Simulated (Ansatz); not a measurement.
Pulling the pair apart

The pair of N₂ (SMILES N#N, atoms 1–2) and BF₃ (SMILES FB(F)F, atoms 3–6), both closed shells, in one local arrangement (a lower one may exist), relaxed at PBE0-D4/def2-TZVP:

```
6
angstrom
N -0.0840 0.3176 -2.7934
N -0.0524 0.1958 -1.7119
F -0.8080 0.8673 1.2707
B 0.0337 -0.1270 1.1146
F 1.3257 0.1012 1.1167
F -0.4152 -1.3547 1.0034
```

BF₃ is shifted rigidly along the line between the mean atom positions of the two fragments (negative: closer). Counterpoise interaction energies in kJ/mol. Ansatz 0.2.0; basis: def2-TZVPPD; cores frozen in the correlated methods.

```
shift (Å)  wB97M-V    HF   MP2
    -0.28     -6.0   3.7  -4.7
    -0.14     -7.6   0.1  -6.7
     0.00     -7.8  -1.7  -7.2
     0.14     -7.4  -2.5  -7.0
     0.34     -6.2  -2.7  -6.1
     0.71     -4.1  -2.2  -4.2
     1.42     -1.8  -1.1  -1.8
     2.85     -0.4  -0.3  -0.4
```

Question: What does CCSD(T) give at these shifts? (An estimate is asked for; the value comes from the calculation.)

Answer: Computed: -4.4, -6.4, -7.1, -6.9, -6.0, -4.1, -1.8, -0.4 kJ/mol. For zero shift, CCSD(T) at an estimated basis limit (MP2 extrapolated from triple and quadruple zeta, plus CCSD(T) − MP2 in triple zeta) gives -7.7 kJ/mol. These are counterpoise interaction energies, counted from the two frozen fragments.

No T1 diagnostic of these runs exceeds 0.013.

For scale, one of the runs: CCSD(T)/def2-TZVPPD, 231 basis functions, launched by `ansatz run in.yaml --threads 4 --pin off --events-out ev --progress --plain --max-ram 9574MiB`. Time: 2.7 min of wall clock on 4 CPU threads of an Arm Neoverse V1; the host was shared. Peak host memory: 4.6 GiB.
